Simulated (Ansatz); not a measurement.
A structure relaxed at PBE0-D4/def2-TZVP, charge 0, multiplicity 1:

```xyz
12

S     1.2283    1.1263   -2.8507
Si    0.5947    1.3136   -0.8106
Si   -0.3559   -0.7034   -0.0886
C    -0.8107   -0.6296    1.7429
Cl   -1.5054   -2.1882    2.2701
H     1.9639    0.0219   -2.6381
H     1.7182    1.7217    0.0789
H    -0.4025    2.4155   -0.8317
H     0.6364   -1.7925   -0.2945
H    -1.5739   -0.9948   -0.8866
H    -1.5547    0.1426    1.9418
H     0.0616   -0.4331    2.3670
```

**Question.** Give its formula and SMILES.

**Answer.** CH7ClSSi2, `S[SiH2][SiH2]CCl`.

**Question.** Summarise the bond lengths by kind.

**Answer.** 1 × S–Si 2.144 Å; 1 × H–S 1.344 Å; 1 × Si–Si 2.344 Å; 4 × H–Si 1.485 to 1.490 Å; 1 × C–Si 1.889 Å; 1 × C–Cl 1.786 Å; 2 × C–H 1.090 to 1.091 Å.

All numbers were calculated with Ansatz.
